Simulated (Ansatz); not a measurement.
In11P12H32⁺, a nanocrystal cut from zinc blende InP (hydrogen-capped), 55 atoms. Hardware: 5 threads of AMD EPYC 7R13 on a shared host and a share (37 GiB) of an NVIDIA H100 80GB HBM3.

In the def2 sets In takes a core potential; there is no spin–orbit coupling. Correlated methods freeze 104 core orbitals; core or outer-core shells of In are correlated, in sets that lack core-valence functions. Single mean-field runs in def2-SVP, def2-TZVP are fitted with def2-universal-jkfit.

How many basis functions does each of these Ansatz runs have, and roughly what does it cost? PBE-D4/def2-SVP, charge 2 doublet at the geometry of the charge 1 singlet, energy, from earlier orbitals; PBE-D4/def2-SVP, charge 1 singlet, relaxation, 26 steps; PBE0-D4/def2-TZVP, charge 1 singlet, energy, from earlier orbitals; LC-ωPBE/def2-SVP, charge 1 singlet, energy and forces, from earlier orbitals; PBE-D4/def2-SVP, charge 1 singlet, energy, from earlier orbitals; PBE-D4/def2-SVP, charge 0 doublet at the geometry of the charge 1 singlet, energy, from earlier orbitals; r2SCAN-D4/def2-SVP, charge 1 singlet, energy and forces, from earlier orbitals; PBE0-D4/def2-SVP, charge 1 singlet, energy, from earlier orbitals; LC-ωPBE/def2-SVP, charge 2 doublet at the geometry of the charge 1 singlet, energy, from earlier orbitals; PBE0-D4/def2-SVP, charge 2 doublet at the geometry of the charge 1 singlet, energy; PBE-D4/def2-TZVP, charge 1 singlet, energy, from earlier orbitals; MP2/def2-SVP, charge 1 singlet, energy, from earlier orbitals.

Other jobs shared the machine, so times can vary by a factor of up to 3.

| run | functions | fitting or Cholesky vectors | wall time | peak host memory (GiB) |
| --- | --- | --- | --- | --- |
| PBE-D4/def2-SVP, charge 1 singlet, energy, from earlier orbitals | 662 | 4510 | 8.5 s | 1.2 |
| PBE0-D4/def2-SVP, charge 1 singlet, energy, from earlier orbitals | 662 | 4510 | 9.1 s | 1.2 |
| PBE-D4/def2-TZVP, charge 1 singlet, energy, from earlier orbitals | 1186 | 4510 | 13 s | 1.4 |
| r2SCAN-D4/def2-SVP, charge 1 singlet, energy and forces, from earlier orbitals | 662 | 4510 | 14 s | 1.4 |
| MP2/def2-SVP, charge 1 singlet, energy, from earlier orbitals | 662 | 7293 | 15 s | 1.8 |
| PBE0-D4/def2-TZVP, charge 1 singlet, energy, from earlier orbitals | 1186 | 4510 | 16 s | 1.4 |
| PBE-D4/def2-SVP, charge 0 doublet at the geometry of the charge 1 singlet, energy, from earlier orbitals | 662 | 4510 | 17 s | 1.4 |
| PBE-D4/def2-SVP, charge 2 doublet at the geometry of the charge 1 singlet, energy, from earlier orbitals | 662 | 4510 | 24 s | 1.4 |
| LC-ωPBE/def2-SVP, charge 1 singlet, energy and forces, from earlier orbitals | 662 | 4510 | 25 s | 3.5 |
| PBE0-D4/def2-SVP, charge 2 doublet at the geometry of the charge 1 singlet, energy | 662 | 4510 | 26 s | 1.5 |
| LC-ωPBE/def2-SVP, charge 2 doublet at the geometry of the charge 1 singlet, energy, from earlier orbitals | 662 | 4510 | 37 s | 1.5 |
| PBE-D4/def2-SVP, charge 1 singlet, relaxation, 26 steps | 662 | 4510 | 2.7 min | 1.4 |
